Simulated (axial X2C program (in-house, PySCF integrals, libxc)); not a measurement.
# Spin–orbit effects down a group: molecules with Li (ions), HF

Computed with an axial X2C code built on PySCF integrals, spin-free (one-electron X2C) or two-component (2c: spin–orbit coupling with atomic mean-field Coulomb and Gaunt terms, which also bring small scalar terms), in Dyall basis sets with cores contracted in-house; open shells are unrestricted.

Basis sets: C dyall-av3z, Ge dyall-acv3z, Li dyall-av3z, Si dyall-av3z.

```csv
molecule,spin-free state,Re (Å),ωe (cm⁻¹),De (eV),2c state,Re 2c (Å),ωe 2c (cm⁻¹),De 2c (eV)
LiC⁻,"M_S = 1, Λ = 0",1.982,564.2,1.90,Ω = 1,1.982,564.1,1.90
LiSi⁻,"M_S = 2, Λ = 0",2.596,311.7,1.00,Ω = 2,2.597,311.6,1.00
LiGe⁻,"M_S = 1, Λ = 0",2.681,270.6,1.00,Ω = 1,2.682,270.5,1.00
```

Question: Work out the shifts from the spin-free to the two-component result.

Answer: 

| molecule | 2c state | ΔRe (Å) | Δωe (cm⁻¹) | ΔDe (eV) |
| --- | --- | --- | --- | --- |
| LiC⁻ | Ω = 1 | 0.000 | -0.1 | 0.00 |
| LiSi⁻ | Ω = 2 | 0.001 | -0.1 | 0.00 |
| LiGe⁻ | Ω = 1 | 0.001 | -0.1 | 0.00 |

Shifts of one unit in the last digit are rounding.

Fragments in 2c: C- + Li, Si- + Li, Ge- + Li. Each entry is the lowest single determinant of a limited PBE0 search at one distance. De goes to single-determinant-based atoms at the same level (for ions the charge split of lowest energy) and is withheld (n/a) where an atom does not fit its ground term or J level. Main or longest-lived isotopes. One determinant is a doubtful description, or other states lie close, for LiC⁻, LiSi⁻, LiGe⁻; these need not be ground states, and all values refer to the states named. Some open-shell Ω = 0 determinants are out of reach, so the Ω given for LiC⁻, LiSi⁻, LiGe⁻ need not be the lowest component. With several unpaired electrons the Ω given is that of one determinant, not necessarily of the lowest component.
